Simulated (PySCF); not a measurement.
This PySCF input asks for the NMR shieldings of `InChI=1S/C7H13NS/c1-6(9)7-3-2-4-8-5-7/h7-8H,2-5H2,1H3/p+1/t7-/m0/s1`; the geometry comes from GFN2-xTB.

```python
import basis_set_exchange as bse
import numpy as np
from pyscf import gto, dft
from pyscf.prop import nmr

atoms = """
C     2.907533    0.256928    0.111084
C     1.572146   -0.298784   -0.189649
S     1.285059   -1.052696   -1.615899
C     0.514330   -0.113879    0.867239
C    -0.223102    1.228890    0.670658
C    -1.131710    1.195589   -0.553288
C    -2.104227    0.028209   -0.464059
N    -1.334545   -1.226657   -0.317557
C    -0.520129   -1.243416    0.916138
H     3.404503   -0.373284    0.852802
H     3.532865    0.291491   -0.777244
H     2.832784    1.252206    0.548654
H     1.018787   -0.080087    1.837902
H    -0.819361    1.422341    1.563456
H     0.496818    2.039911    0.573496
H    -0.539278    1.112244   -1.465680
H    -1.694100    2.126298   -0.613472
H    -2.715665   -0.033304   -1.364931
H    -2.762630    0.142631    0.400755
H    -1.953441   -2.038832   -0.356719
H    -0.582133   -1.286229   -1.097617
H    -0.020287   -2.211241    0.995258
H    -1.168970   -1.111345    1.785497
"""
names = dict.fromkeys(["C", "S", "N", "H"], "pcSseg-1")
basis = {el: gto.basis.parse(bse.get_basis(n, elements=[el], fmt="nwchem")) for el, n in names.items()}
mol = gto.M(atom=atoms, basis=basis, charge=1, verbose=0)
mf = dft.RKS(mol, xc="PBE0")
mf.grids.level = 2
mf.grids.alignment = dft.numint.BLKSIZE   # the property module wants whole blocks of grid points
mf.conv_tol = 1e-9
mf.kernel()

calc = nmr.RKS(mf)   # GIAO
C = mf.mo_coeff
Co = C[:, mf.mo_occ > 0]
resp = mf.gen_response(singlet=True, hermi=2)
def vind(x):   # induced exchange potential for any number of trial vectors
    d = np.einsum("pi,xij,qj->xpq", C, 2 * x.reshape(-1, C.shape[1], Co.shape[1]), Co, optimize=True)
    return np.einsum("xpq,pi,qj->xij", resp(d - d.transpose(0, 2, 1)), C, Co, optimize=True).ravel()
mo1, _ = nmr.rhf.solve_mo1(calc, with_cphf=vind)
sigma = calc.kernel(mo1)
for i, s in enumerate(sigma):   # ppm
    print("%2d %-2s %9.2f" % (i, mol.atom_pure_symbol(i), np.trace(s) / 3))
```

Task: What are the results?

Result: 
```
 0 C     140.59
 1 C    -103.21
 2 S    -284.32
 3 C     137.74
 4 C     157.68
 5 C     166.88
 6 C     138.82
 7 N     203.30
 8 C     133.93
 9 H      28.25
10 H      27.93
11 H      28.24
12 H      27.98
13 H      29.54
14 H      29.70
15 H      29.25
16 H      29.70
17 H      28.04
18 H      28.61
19 H      28.14
20 H      16.66
21 H      27.94
22 H      28.50
```

These numbers come from an equivalent density-fitted implementation of the same equations, which agrees with the script to about 0.01 ppm for H and up to a few tenths of a ppm for heavy atoms, so last digits may differ.

Task: Turn these shieldings into chemical shifts. References, each an isolated molecule treated in the same way: $^{13}$C (186.93 ppm) and $^{1}$H (31.72 ppm) against TMS; CS2 for $^{33}$S (503.73 ppm); NH3 for $^{15}$N (267.73 ppm).

Result: Averaging equivalent atoms: C 1: 290.1; C 8: 53.0; C 3: 49.2; C 6: 48.1; C 0: 46.3; C 4: 29.2; C 5: 20.0; S 2: 788; N 7: 64.4; H 20: 15.06; H 21: 3.78; H 12: 3.74; H 17: 3.67; H 9/10/11: 3.58; H 19: 3.57; H 22: 3.22; H 18: 3.11; H 15: 2.47; H 13: 2.18; H 14: 2.02; H 16: 2.02 ppm. Experimental scales use liquid or dissolved standards, which lie at an offset from isolated NH3 (liquid NH3: subtract about 20 ppm).

Size and cost of the density-fitted run: 230 basis functions, 72 s wall time on 1 thread of an Arm Neoverse V1, shared host; peak memory 1.1 GiB.
